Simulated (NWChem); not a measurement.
C4H7N; SMILES C(CC#N)C

```xyz
12

C     -0.0010     2.2990     0.0000
C     -0.5305     0.8662     0.0000
C      0.6095    -0.1724     0.0000
C      0.1374    -1.5564     0.0000
N     -0.2662    -2.6560     0.0000
H     -0.8314     3.0322     0.0000
H      0.6240     2.5007     0.8946
H      0.6240     2.5007    -0.8946
H     -1.1748     0.6917    -0.8871
H     -1.1748     0.6917     0.8871
H      1.2625    -0.0265     0.8883
H      1.2625    -0.0265    -0.8883
```
Atoms are numbered in this order, from 1.

Program: NWChem. Pople sets run with spherical d functions. Coordinates come from a PBE-D3(BJ)/def2-SVP optimisation. B3LYP is NWChem's, with the RPA form of VWN correlation. Vzz is the largest principal value of the second derivative of the potential at the nucleus (NWChem prints the opposite sign); η is the asymmetry. Non-relativistic.

```csv
level,Vzz N5 (a.u.),η N5
Hartree-Fock/def2-SVP,(withheld),0.03
Hartree-Fock/6-31G*,-0.845,0.04
B3LYP/cc-pVTZ,-0.936,0.03
B3LYP/def2-SVP,-0.791,0.04
```

Task: Some entries are withheld; supply them.

Result: 
- Hartree-Fock/def2-SVP, Vzz N5 (a.u.): -0.919
